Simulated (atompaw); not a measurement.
## What one change does to a pseudopotential (Ir, PAW (atompaw))

iridium (Ir), PAW, made with atompaw 4.2.0.5 (PBEsol, scalar-relativistic). Core [Kr] 4d10, reference 4f14 5s2 5p6 5d8 6s1 6p0. Waves: 5s (bound); 6s (bound); 5p (bound); 6p (bound, empty); 5d (bound); 5d channel at 0.35 Ry; 4f (bound); 4f channel at -2.7 Ry. Local part: troulliermartins scheme with l = 4 at 0 Ry, radius 2.15 bohr. Core correction: smooth core density matched at 2.05 bohr. Augmentation charge: sinc compensation charge, radius 1.75 bohr; PAW radius 2.35 bohr; waves and projectors: bloechl.

All-electron outer shells of the reference configuration (PBEsol, scalar-relativistic, ld1.x):

```tsv
shell	level (eV)	outermost node (bohr)	outermost maximum (bohr)
4p	-493.80	0.23	0.42
4d	-288.18	0.21	0.42
5s	-95.48	0.50	0.89
4f	-59.60	–	0.39
5p	-52.32	0.54	1.01
6s	-5.59	1.17	2.44
5d	-5.44	0.59	1.31
6p	-0.86	1.40	3.65
```

Change: local potential troulliermartins scheme with l = 4 at 0 Ry, radius 2.10 bohr.

Cutoffs: the cutoffs (Ry, on a coarse ladder) from which the occupation-weighted sum of valence levels, in a spherical-Bessel basis at the reference potential, stays within 10 and 1 mRy of its value at 400 Ry; they do not see the model core or the augmentation charge, which bear on the density cutoff.

Q: What does the change do?

A: The potential gets neither clearly harder nor softer (60 Ry and 70 Ry → 60 Ry and 80 Ry); the f channel sets the loose cutoff, while the largest relative change is in p, which becomes harder; neither file shows a bound ghost.

| quantity | base | changed |
| --- | --- | --- |
| cutoff, loose | 60 Ry | 60 Ry |
| cutoff, tight | 70 Ry | 80 Ry |
| loose cutoff by channel (10 mRy a level) | s 18 Ry, p 25 Ry, d 30 Ry, f 40 Ry | s 21 Ry, p 30 Ry, d 30 Ry, f 40 Ry |
| bound ghosts | none | none |
| s: phases at 2.36 bohr within 0.05 rad from the reference energy up to (Ry; the scan ends near 5) | 4.3 | 4.1 |
| p: phases at 2.36 bohr within 0.05 rad from the reference energy up to (Ry; the scan ends near 5) | to the end of the scan | to the end of the scan |
| d: phases at 2.36 bohr within 0.05 rad from the reference energy up to (Ry; the scan ends near 5) | to the end of the scan | to the end of the scan |
| f: phases at 2.36 bohr within 0.05 rad from the reference energy up to (Ry; the scan ends near 5) | n/a | n/a |
| lowest overlap eigenvalue by channel | s 0.55, p 0.78, d 0.99, f 0.54 | s 0.54, p 0.79, d 0.99, f 0.55 |

 The cutoffs see the waves, projectors and local potential, not the compensation charge or the core.
